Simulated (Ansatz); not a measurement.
`[F][Al]([Cl])[SeH]` + HCl → `[Cl][Al]([Cl])[SeH]` + H–F at 600 K and 1 bar (ligand exchange at the Al–F bond).

Program: Ansatz. Geometries: PBE0-D4/def2-TZVP. ΔE: electronic, gas phase. CBS: MP2 limit from def2 TZ/QZ plus the TZ coupled-cluster correction, frozen cores. This one scheme is used for every species. For Se outer-core shells are correlated without core-valence functions, which leaves a few kJ/mol of doubt a bond. Scalar relativity is left out up to krypton. Each species was taken in one conformer, which may not be the lowest.

| species | CCSD(T)/CBS energy (Eh) | H − E (kJ/mol) | S (J/(mol·K)) |
| --- | --- | --- | --- |
| `[F][Al]([Cl])[SeH]` | -3203.08897 | 78.5 | 402.9 |
| HCl | -460.38127 | 35.4 | 207.2 |
| `[Cl][Al]([Cl])[SeH]` | -3563.06769 | 77.4 | 416.0 |
| H–F | -100.39570 | 42.3 | 194.0 |

H − E and S are ideal-gas, rigid-rotor, harmonic terms from PBE0-D4/def2-TZVP, for one conformer and one mirror image of each species. 1 Eh = 2625.50 kJ/mol, R = 8.31446 J/(mol·K).

Task: By hand: ΔE, ΔH, ΔS and ΔG.

Result: ΔE = (-3563.06769) + (-100.39570) − (-3203.08897) − (-460.38127) = 0.00685 Eh = 18.0 kJ/mol. Δ(H − E) = 77.4 + 42.3 − 78.5 − 35.4 = 5.8, so ΔH = 23.8 kJ/mol. ΔS = 416.0 + 194.0 − 402.9 − 207.2 = -0.1 J/(mol·K). ΔG = 23.8 − 600 × (-0.1)/1000 = 23.9 kJ/mol.

Task: By hand: the equilibrium constant, and the temperature at which ΔG would vanish if ΔH and ΔS stayed fixed.

Result: log₁₀ K = −ΔG/(RT ln 10) = -2.1. ΔH and −TΔS have one sign here, so there is no such temperature.

The number of gas molecules stays the same, so ΔS is small and ΔH decides. A doubt of 5 kJ/mol in ΔE shifts log₁₀ K by 0.4 here. Other conformers and mirror images would add mixing entropy, several J/(mol·K) or more a flexible species. These are equilibria of isolated gas molecules and say nothing of rates. Largest T1 diagnostic: 0.010 (customary marks: 0.02 for closed shells, 0.045 for open ones).

ΔS is within the doubt of such terms, so its sign, and with it that verdict, could turn.
